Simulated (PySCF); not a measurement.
C5H5FN2.
Geometry (GFN2-xTB, Å), atoms numbered from 1 in this order:
```
atom  x, y, z in Å
C1    -1.999   -0.487    0.105
C2    -0.547   -0.160    0.035
N3     0.340   -1.103    0.311
C4     1.631   -0.801    0.245
C5     2.063    0.468   -0.100
N6     1.192    1.431   -0.382
C7    -0.076    1.114   -0.313
F8    -0.950    2.088   -0.599
H9    -2.467   -0.318   -0.863
H10   -2.123   -1.526    0.396
H11   -2.493    0.160    0.829
H12    2.317   -1.603    0.478
H13    3.107    0.739   -0.160
```

Computed at PBE0/pcSseg-1 (PySCF, non-relativistic), with Q(14N) = 0.02044 b: N3, 14N (I = 1): χzz = -5.646 MHz, η = 0.455; N6, 14N (I = 1): χzz = -5.289 MHz, η = 0.370.

Task: Find the zero-field quadrupole resonance frequencies of 14N at N3.

Result: From ν± = (3/4)|χ|(1 ± η/3) and ν0 = |χ|η/2: ν+ 4.877 MHz, ν− 3.591 MHz, ν0 1.286 MHz (pyridine-type nitrogen).

Task: Where would the pure quadrupole (NQR) lines of 14N at N6 fall for the rigid, isolated species?

Result: From ν± = (3/4)|χ|(1 ± η/3) and ν0 = |χ|η/2: ν+ 4.455 MHz, ν− 3.478 MHz, ν0 0.977 MHz (pyridine-type nitrogen).

In a crystal, neighbours and librations shift these lines. GFN2-xTB bond lengths can be off by several hundredths of an ångström, more for odd bonds, and the gradients follow them. With a basis this small, the couplings can be 20 % off.
